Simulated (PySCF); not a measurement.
Species: C₇H₈S.
Atom-mapped SMILES: `[cH:1]1[cH:2][c:3]([CH:4]2[CH2:5][CH2:6]2)[cH:7][s:8]1` (hydrogens: H9 on C1; H10 on C2; H11 on C4; H12, H13 on C5; H14, H15 on C6; H16 on C7)

Structure optimised with GFN2-xTB, isolated species.

Problem. Give the optimised bond lengths and angles.

Solution. 
```
          bond  length (bohr)     order
         C1–C2          2.559  aromatic
         C2–C3          2.688  aromatic
         C3–C4          2.783    single
  C4–C5, C4–C6          2.846    single
         C5–C6          2.822    single
         C3–C7          2.574  aromatic
         C7–S8          3.248  aromatic
         C1–S8          3.249  aromatic
         C1–H9          2.026    single
        C2–H10          2.032    single
        C4–H11          2.048    single
C5–H12, C6–H14          2.039    single
C5–H13, C6–H15          2.040    single
        C7–H16          2.026    single
```

Bonds in one row agree within 0.02 bohr and their mean is given. Orders are formal, as drawn. A selection of angles:
```
   angle  degrees
C2–C1–S8    112.2
C1–C2–C3    112.9
C2–C3–C4    125.2
C2–C3–C7    111.4
C4–C3–C7    123.5
C3–C4–C5    120.4
C5–C4–C6     59.4
C4–C5–C6     60.3
C3–C7–S8    112.8
C1–S8–C7     90.8
```

Dihedral angles: C2–C3–C4–C5 35° (synclinal); C3–C4–C5–C6 -110° (anticlinal); C3–C4–C6–C5 110° (anticlinal).

The C–C distances run from 1.354 Å (C1–C2, aromatic) to 1.506 Å (C4–C6, drawn single), a spread of 0.152 Å. Of the pairs four or more bonds apart, C2···H14 is among the closest relative to their van der Waals radii: 2.86 Å, 99 % of the sum of Bondi's values. The 3-membered ring C4–C5–C6 has internal angles of 59.4° to 60.3°. The 5-membered ring C1–C2–C3–C7–S8 has internal angles of 90.8° to 112.9°; it is planar, 0.00 Å rms from its mean plane, widest ring torsion 0°.

Point group: Cs (every atom within 0.08 Å of its image). No frequency check. One conformer, not necessarily the lowest.

The numbers are calculated, not measured.
